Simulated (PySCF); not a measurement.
Species: C5H9NSi.
Numbering: `[CH2:1]=[N:2][SiH:3]1[CH2:4][CH:5]=[CH:6][CH2:7]1` (hydrogens: H8, H9 on C1; H10 on Si3; H11, H12 on C4; H13 on C5; H14 on C6; H15, H16 on C7)

Geometry (PBE0-D3(BJ)/def2-SVP, Å), atoms numbered from 1 in this order:
```
atom  x, y, z in Å
C1     2.973   -0.578   -0.311
N2     1.741   -0.451   -0.550
Si3    0.521    0.007    0.634
C4    -0.915   -1.226    0.627
C5    -2.085   -0.356    0.248
C6    -1.878    0.939   -0.036
C7    -0.479    1.495    0.027
H8     3.441   -0.420    0.687
H9     3.677   -0.868   -1.115
H10    1.148    0.206    1.986
H11   -0.747   -2.026   -0.116
H12   -1.070   -1.730    1.596
H13   -3.092   -0.786    0.201
H14   -2.711    1.591   -0.322
H15   -0.131    1.828   -0.967
H16   -0.411    2.374    0.690
```

Theory: core-valence-separated Tamm–Dancoff BHandHLYP/aug-pcX-1 (pcseg-1 on H, def2-SVPD on Si) in PySCF, non-relativistic, gas phase, PBE0-D3(BJ)/def2-SVP geometry. The energies are unshifted.

The lowest roots of each edge with f over 0.003 (five at most, numbered afresh; weaker and dark ones are left out), with transition dipoles (au) in the frame of the coordinates:

```tsv
root	edge	E (eV)	f	μx	μy	μz
1	C	282.63	0.0699	-0.0144	-0.0969	0.0221
2	C	282.89	0.1244	-0.0194	0.0314	0.1288
3	C	285.24	0.0063	0.0288	0.0067	0.0058
4	C	285.25	0.0084	0.0309	-0.0116	0.0110
5	C	285.39	0.0168	0.0175	0.0404	-0.0217
6	N	395.46	0.0564	-0.0110	-0.0736	0.0169
7	N	400.43	0.0112	-0.0201	0.0087	0.0257
8	N	400.87	0.0107	0.0011	-0.0070	-0.0322
```

Molecules are fixed in this frame and the field points along (1, 0, −1)/√2. What effective strengths 3 f cos²θ do the roots have (θ between field and μ)?

root 1 (C1): 0.014, root 2 (C5/C6): 0.228, root 3 (C4/C7): 0.006, root 4 (C4/C7): 0.004, root 5 (C4/C7): 0.016, root 6 (N2): 0.011, root 7 (N2): 0.031, root 8 (N2): 0.016. Root 2 is the strongest. Averaged over all orientations cos²θ is 1/3, which gives f back.

One conformer stands for the species.
